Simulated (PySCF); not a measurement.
CH₁₁ClSi₄, SMILES [SiH2](Cl)C[SiH]([SiH3])[SiH3]. Atoms are numbered in the order given.

```xyz
17

Si    -2.0463    -1.8224    -1.7571
Si    -0.7848    -0.2150    -0.5885
Si    -1.5404    -0.1319     1.6421
C      1.0699    -0.6781    -0.6762
Si     2.1657     0.2561     0.5318
Cl     1.7326     2.2981     0.4312
H     -3.5132    -1.4830    -1.7284
H     -1.6011    -1.9217    -3.1939
H     -1.8561    -3.1721    -1.1129
H     -0.9972     1.1345    -1.2227
H     -1.2537    -1.4444     2.3253
H     -3.0280     0.1007     1.6644
H     -0.8596     0.9700     2.4087
H      1.4264    -0.5185    -1.7159
H      1.1789    -1.7624    -0.4517
H      1.8866    -0.2006     1.9352
H      3.6254     0.0829     0.2233
```

Coordinates come from a PBE-D3(BJ)/def2-SVP optimisation. This is a generated structure with no PubChem entry under its InChIKey; it may be hypothetical. One conformer was computed; it need not be the lowest.

The numbers are results of PBE-D3(BJ)/def2-SVP (PySCF 2.14.0), not measurements.

Frequencies are harmonic and unscaled.

**Question.** Give all harmonic wavenumbers and intensities. (An estimate is asked for; the answer gives what the named calculation found.)

**Answer.** 
| mode | ν (cm⁻¹) | IR (km/mol) | moving atoms (share of kinetic energy) |
|---|---|---|---|
| 1 | 36 | 0.7 | Si 45 %, Cl 37 %, H 12 % |
| 2 | 58 | 1.0 | Cl 43 %, Si 28 %, H 17 %, C 12 % |
| 3 | 80 | 0.2 | Si 64 %, H 33 % |
| 4 | 88 | 0.9 | Si 61 %, H 34 % |
| 5 | 93 | 0.4 | H 85 %, Si 13 % |
| 6 | 115 | 1.6 | Si 64 %, Cl 18 %, H 17 % |
| 7 | 125 | 0.2 | H 84 %, Si 15 % |
| 8 | 156 | 2.3 | H 41 %, Si 29 %, C 26 % |
| 9 | 241 | 1.1 | Si 52 %, H 21 %, C 17 %, Cl 10 % |
| 10 | 365 | 0.6 | Si 74 %, H 20 % |
| 11 | 404 | 8.4 | H 87 %, Si 13 % |
| 12 | 428 | 0.8 | H 53 %, Si 47 % |
| 13 | 464 | 17.5 | H 82 %, Si 10 % |
| 14 | 493 | 0.7 | H 51 %, Si 45 % |
| 15 | 501 | 0.1 | H 70 %, Si 26 % |
| 16 | 516 | 44.4 | Si 41 %, Cl 40 %, H 14 % |
| 17 | 536 | 6.4 | H 69 %, Si 30 % |
| 18 | 615 | 6.9 | H 50 %, Si 26 %, C 21 % |
| 19 | 635 | 17.7 | H 66 %, C 20 %, Si 13 % |
| 20 | 677 | 76.2 | H 91 % |
| 21 | 691 | 62.1 | H 87 %, C 9 % |
| 22 | 729 | 96.5 | H 47 %, C 31 %, Si 22 % |
| 23 | 765 | 80.0 | H 57 %, C 29 %, Si 14 % |
| 24 | 819 | 160.3 | H 88 %, Si 10 % |
| 25 | 829 | 367.0 | H 88 %, Si 9 % |
| 26 | 855 | 42.0 | H 86 %, Si 11 % |
| 27 | 899 | 26.2 | H 98 % |
| 28 | 901 | 26.5 | H 97 % |
| 29 | 903 | 31.2 | H 97 % |
| 30 | 907 | 66.6 | H 98 % |
| 31 | 919 | 75.5 | H 96 % |
| 32 | 989 | 22.6 | H 95 % |
| 33 | 1021 | 60.7 | H 63 %, C 35 % |
| 34 | 1320 | 6.3 | H 92 % |
| 35 | 2141 | 80.6 | H 99 % |
| 36 | 2146 | 37.5 | H 99 % |
| 37 | 2149 | 0.8 | H 97 % |
| 38 | 2156 | 82.4 | H 96 % |
| 39 | 2160 | 17.2 | H 96 % |
| 40 | 2165 | 167.5 | H 96 % |
| 41 | 2167 | 70.0 | H 96 % |
| 42 | 2171 | 127.0 | H 98 % |
| 43 | 2179 | 99.3 | H 96 % |
| 44 | 2980 | 0.3 | H 95 % |
| 45 | 3050 | 0.1 | H 91 %, C 9 % |
